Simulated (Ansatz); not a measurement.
```yaml
crystal:
  periodic: [false, false, false]
  atoms:
    - {symbol: N, position_ang: [-2.174063, 1.846233, -1.015444]}
    - {symbol: C, position_ang: [0.597750, 0.853093, -0.347408]}
    - {symbol: O, position_ang: [2.031352, -0.628140, -2.560225]}
    - {symbol: In, position_ang: [0.380585, -2.222960, 3.082104]}
    - {symbol: H, position_ang: [-3.451868, 0.272497, -1.690862]}
    - {symbol: H, position_ang: [-2.191423, 3.412684, -2.479847]}
    - {symbol: H, position_ang: [1.853941, 2.685683, 0.295875]}
    - {symbol: H, position_ang: [2.518148, 0.680470, -4.043391]}
    - {symbol: H, position_ang: [-2.167227, -4.828181, 2.790565]}
    - {symbol: H, position_ang: [2.602808, -2.071379, 5.968611]}
basis:
  gaussian: {orbitals: def2-mTZVPP}
hamiltonian: {xc: {name: wB97X}}
```

```sh
$ ansatz run in.yaml --threads 4 --pin off --events-out ev --progress --plain --max-ram 10444MiB
```

Output, abridged:

```
Functional definition: wB97X
1235 factors; their error is unknown
322 factors; integrals over basis functions are off by at most 4.8e-5 eV
mean field evaluation 1: about -9771.2899 eV, gradient 1.1e2 eV
mean field evaluation 2: about -9371.6056 eV, gradient 2.5e2 eV
mean field evaluation 4: about -9522.3405 eV, gradient 1.8e2 eV
mean field evaluation 8: about -9804.8186 eV, gradient 6.4e0 eV
mean field evaluation 16: about -9805.1154 eV, gradient 2.3e-5 eV
mean field -9805.11536611 eV, -360.3313435585 hartree, gradient 2.1e-5 eV, S^2 0.000000; 4 other end points of the search recorded, 0 dependent functions left out
reference -9805.11530136 eV, -360.3313411791 hartree; 24, 24 occupied and 109, 109 virtual orbitals, 1235 factors
Total energy: -9805.11530136 eV, -360.3313411791 hartree
```

Q: What is wrong with this run?

A: The geometry is stretched to more than twice its size. The calculation finished and met its thresholds. The result belongs to that input, not to the molecule as meant.
